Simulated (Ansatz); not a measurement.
Program: Ansatz. Geometries: PBE0-D4/def2-TZVP. ΔE: electronic, gas phase. CBS: MP2 limit from def2 TZ/QZ plus the TZ coupled-cluster correction, frozen cores. DFT in def2-TZVPP. Each species was taken in one conformer, which may not be the lowest.

`B[Si](O)(F)Cl` + `COC1CO1` → `BOC1CO1` + `C[Si](O)(F)Cl`  (formal exchange of groups at a B–Si bond)

CCSD(T)/CBS gives -2.68 eV.

Problem. Another level gave -2.62 eV. Which?
A. PBE0-D4/def2-TZVPP
B. MP2/def2-TZVPP
C. ωB97M-V/def2-TZVPP
D. CCSD(T)/def2-TZVPP

Solution. A. PBE0-D4 -2.62, MP2/def2-TZVPP -2.77, CCSD(T)/def2-TZVPP -2.66, ωB97M-V -2.72 eV.

Largest T1 diagnostic among the species: 0.014.

From PBE to PBE0 (25 % exact exchange), in def2-TZVPP and without D4, ΔE moves by −0.04 eV. In def2-TZVPP, CCSD(T) changes the Hartree–Fock value by −0.08 eV (the triples alone add −0.01 eV) and MP2 by −0.19 eV.
